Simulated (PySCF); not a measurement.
CH₉ClOSi₃.
Structure used (GFN2-xTB), in Å, numbered top down from 1:
```
atom  x, y, z in Å
Si1    2.357    0.675    0.018
Si2    1.283   -1.039   -1.086
O3    -0.251   -1.192   -0.525
Si4   -1.702   -0.903    0.093
C5    -2.122    0.950   -0.127
Cl6   -0.951    1.946    0.781
H7     3.810    0.506   -0.127
H8     2.056    2.003   -0.525
H9     2.088    0.727    1.459
H10    1.101   -0.850   -2.532
H11    1.812   -2.393   -0.883
H12   -1.651   -1.218    1.516
H13   -2.662   -1.683   -0.684
H14   -3.106    1.201    0.259
H15   -2.066    1.279   -1.163
```

The calculation used PySCF, TDDFT B3LYP/def2-SVPD, vertical, gas phase, core orbitals frozen in the response.

Ground-to-excited transition dipoles (e·a0, same axes as the geometry; the sign carries no meaning), for the states with f of 0.002 or more among the lowest 7:

| state | E (eV) | μx | μy | μz |
| --- | --- | --- | --- | --- |
| S1 | 6.105 | 0.226 | -0.224 | -0.214 |
| S2 | 6.386 | -0.082 | 0.023 | -0.135 |
| S3 | 6.444 | -0.109 | 0.290 | 0.007 |
| S4 | 6.887 | -0.122 | 0.150 | -0.028 |
| S5 | 6.915 | -0.069 | 0.137 | -0.183 |
| S6 | 6.949 | 0.250 | -0.157 | -0.052 |
| S7 | 6.967 | -0.016 | -0.247 | -0.227 |

Q: Work out the oscillator strengths.

A: f = (2/3) ΔE |μ|² with ΔE in hartree (27.2114 eV).

```
state  |μ|² (au)  |μ| (D)      f
   S1      0.147     0.97  0.022
   S2      0.026     0.41  0.004
   S3      0.096     0.79  0.015
   S4      0.038     0.50  0.006
   S5      0.057     0.61  0.010
   S6      0.090     0.76  0.015
   S7      0.113     0.85  0.019
```

Q: Which bond between heavy atoms lies closest to the direction of the S1 transition dipole?

A: O3–Si4, at 31° from it; next Si2–O3 at 47°.

Q: What angle do the transition dipoles of S3 and S6 make?

A: |cos θ| = |μa·μb| / (|μa| |μb|) = 0.79, so θ ≈ 38° (taken between 0 and 90°, since the signs are arbitrary).

Q: What peak molar absorption coefficient would the strongest computed level give as a lone Gaussian band 0.3 eV wide at half height?

A: ε(max) = 2.175×10⁸ f / FWHM, with the width in cm⁻¹. S1: 2.175×10⁸ × 0.0220 / 2420 ≈ 2000 L mol⁻¹ cm⁻¹.

Time: 65 s; peak memory 0.84 GiB. Hardware: an Arm Neoverse N1 with one thread, no GPU, shared host.

One conformer stands for the species.
